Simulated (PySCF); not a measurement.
## Electron correlation in Mg (magnesium, neutral)

[Ne] 3s2, closed-shell 1S. Calculation: PySCF 2.14, in aug-cc-pCVTZ-DK with one added diffuse shell each of s, p, d, f type (9s8p6d4f, 91 functions); the spin-free X2C one-electron Hamiltonian (Gaussian nucleus). Frozen: 1s2; 10 electrons correlated.

| level | correlation energy (mhartree) |
| --- | --- |
| CCSD | -302.87 |
| (T) | -3.37 |
| CCSD(T) | -306.24 |

Diagnostics: T1 = 0.011, D1 = 0.0345, largest double amplitude 0.073.

Cost of the coupled-cluster step: roughly 17 core-seconds, for 10 correlated electrons.

Iterations:

```
CC2 = 0
CCSD nocc = 5, nmo = 90
frozen orbitals [0]
max_cycle = 100
direct = 0
conv_tol = 1e-08
conv_tol_normt = 1e-06
diis_space = 8
diis_start_cycle = 0
Init t2, MP2 energy = -200.210217762276  E_corr(MP2) -0.29061454692224
Init E_corr(CCSD) = -0.290614546929828
cycle = 1  E_corr(CCSD) = -0.297551348179582  dE = -0.00693680125  norm(t1,t2) = 0.0464136
cycle = 2  E_corr(CCSD) = -0.300883938764612  dE = -0.00333259059  norm(t1,t2) = 0.0218603
cycle = 3  E_corr(CCSD) = -0.302872388619748  dE = -0.00198844986  norm(t1,t2) = 0.0111688
cycle = 4  E_corr(CCSD) = -0.302895791685704  dE = -2.3403066e-05  norm(t1,t2) = 0.00105291
cycle = 5  E_corr(CCSD) = -0.302862368782141  dE = 3.34229036e-05  norm(t1,t2) = 0.000270622
cycle = 6  E_corr(CCSD) = -0.302868719436941  dE = -6.3506548e-06  norm(t1,t2) = 4.38703e-05
cycle = 7  E_corr(CCSD) = -0.302868460674395  dE = 2.58762546e-07  norm(t1,t2) = 1.32589e-05
cycle = 8  E_corr(CCSD) = -0.302867951991081  dE = 5.08683314e-07  norm(t1,t2) = 3.40921e-06
cycle = 9  E_corr(CCSD) = -0.302868000548987  dE = -4.85579059e-08  norm(t1,t2) = 7.88257e-07
cycle = 10  E_corr(CCSD) = -0.302868023928926  dE = -2.33799387e-08  norm(t1,t2) = 1.87081e-07
cycle = 11  E_corr(CCSD) = -0.302868026888603  dE = -2.959677e-09  norm(t1,t2) = 4.35645e-08
CCSD converged
E(CCSD) = -200.2224712422426  E_corr = -0.3028680268886026
CCSD(T) correction = -0.00337035176316198
```
